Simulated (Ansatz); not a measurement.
Start from `[AlH2][CH]1C[SiH2]1` and change one atom or group to get `ClBC1C[SiH2]1`.

Ansatz, PBE0-D4/def2-TZVP geometries, multiplicity 1. Each molecule was computed in one conformer, which needn't be the lowest.

| property | `[AlH2][CH]1C[SiH2]1` |
| --- | --- |
| LUMO energy (PBE0/def2-TZVPP) / eV | -0.98 |
| LUMO energy (B3LYP/def2-TZVPP) / eV | -1.17 |
| HOMO energy (ωB97M-V/def2-TZVPP) / eV | -8.83 |
| HOMO–LUMO gap (ωB97M-V/def2-TZVPP) / eV | 9.42 |
| size of the dipole moment (B3LYP/def2-TZVPP) / D | 1.33 |
| LUMO energy (ωB97M-V/def2-TZVPP) / eV | 0.59 |

(1) Give the same properties after the change, and the shifts. (Best estimate.)

Answers

(1) Ansatz gave: 
```tsv
property	`ClBC1C[SiH2]1`	shift
LUMO energy (PBE0/def2-TZVPP) / eV	-0.80	0.18
LUMO energy (B3LYP/def2-TZVPP) / eV	-0.98	0.19
HOMO energy (ωB97M-V/def2-TZVPP) / eV	-9.33	-0.50
HOMO–LUMO gap (ωB97M-V/def2-TZVPP) / eV	10.35	0.93
size of the dipole moment (B3LYP/def2-TZVPP) / D	2.51	1.18
LUMO energy (ωB97M-V/def2-TZVPP) / eV	1.02	0.43
```

With PBE0 the HOMO falls by 0.49 eV and the LUMO rises by 0.18 eV, so the gap widens by about 0.67 eV. PBE moves the HOMO by -0.46 eV and ωB97M-V by -0.50 eV. Dipoles are sizes alone; their direction can turn.

B3LYP here is the variant with VWN-RPA as its local correlation; programs differ in this.
